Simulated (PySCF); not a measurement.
LiSe and its ions

PBE0; Li def2-SVPD, Se def2-SVPD; no relativity (PySCF 2.14). Neutral (UKS): doublet (π ↑), Re = 2.285 Å, ωe = 511 cm⁻¹, De = 2.97 eV, HOMO -5.32 eV, LUMO -3.05 eV.

LiSe⁺ (UKS): triplet (π ↑↑), Re = 2.585 Å, ωe = 315 cm⁻¹, De = 0.91 eV to Li⁺ + Se. The energies at the minima are -2408.48245 hartree for LiSe and -2408.20556 for LiSe⁺.

Task: Work out the adiabatic ionisation energy, without and with harmonic zero-point energies (1 hartree = 27.2114 eV, 1 eV = 8065.5 cm⁻¹), and the change of the bond length.

Result: At PBE0: 0.27689 hartree = 7.535 eV between the minima; the zero-point term (315.0 − 511.0)/2 cm⁻¹ = -0.012 eV makes it 7.522 eV. Re changes by +30.0 pm against the neutral. The electron leaves a π orbital; in so polar a molecule the change of length follows mostly from the change of the ionic charges.

Spin–orbit coupling is left out. For an ion De counts to the pair picked by the measured ionisation energies or electron affinities, which need not be the lowest pair at this level. States were picked by a PBE0 search and need not be the measured ground states.
